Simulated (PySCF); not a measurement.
C4H9NSi2.
SMILES with atom numbers: `[SiH3:1][SiH2:2][n:3]1[cH:4][cH:5][cH:6][cH:7]1` (hydrogens: H8, H9, H10 on Si1; H11, H12 on Si2; H13 on C4; H14 on C5; H15 on C6; H16 on C7)

Torsions of this conformer, `[SiH3:1][SiH2:2][n:3]1[cH:4][cH:5][cH:6][cH:7]1`: Si1–Si2–N3–C4 -130°.

The closed-shell ground state was solved at several levels (PySCF, density fitting, gas phase, non-relativistic). Geometry: PBE0-D3(BJ)/def2-SVP, one conformer, isolated molecule.

```
              level  basis functions  total energy (Eh)  HOMO (eV)  LUMO (eV)  gap (eV)  dipole (D)
CAM-B3LYP/def2-SVPD              220          -791.1424      -7.51       0.76      8.27        1.43
   wB97X-D/pcSseg-1              178          -791.4455      -8.05       1.49      9.54        1.49
```

Problem. What might PBE0/pcSseg-1 (178 basis functions) give for the same quantities?

Solution. Total energy -791.0302 Eh, HOMO -6.23 eV, LUMO -0.27 eV, gap 5.96 eV, dipole 1.45 D.

Problem. Over all these levels, which gives the widest orbital gap and which the narrowest?

Solution. wB97X-D/pcSseg-1 (range-separated hybrid) has the widest, 9.54 eV, and PBE0/pcSseg-1 (global hybrid, 25 % exact exchange) the narrowest, 5.96 eV. The two share the basis. From the narrowest to the widest the HOMO moves by -1.82 eV and the LUMO by +1.76 eV.

Problem. How far do the dipole and the HOMO energy spread over the levels?

Solution. The dipole runs from 1.43 to 1.49 D (mean 1.46 D) and the HOMO from -8.05 to -6.23 eV.

Note: wB97X-D ran without an empirical dispersion term, which enters the total energy and its gradient alone.
